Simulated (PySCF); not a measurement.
# Correlation energy of Ir³⁺ (iridium, charge +3)

[Xe] 4f14 5d6, high-spin 5D determinant. All numbers are calculated (PySCF 2.14, the spin-free X2C one-electron Hamiltonian (Gaussian nucleus), in ANO-RCC-VTZP (8s7p5d3f1g, 84 functions)). Frozen: [Kr] 4d10 4f14; 14 electrons correlated.

| level | correlation energy (mhartree) |
| --- | --- |
| CCSD | -327.46 |
| (T) | -6.09 |
| CCSD(T) | -333.55 |

Diagnostics: T1 = 0.0034, D1 = 0.0071, largest double amplitude 0.035.

Q: Is a single reference adequate?

A: Yes, within this model without spin-orbit coupling: T1 lies below 0.03 and no double amplitude reaches 0.07.
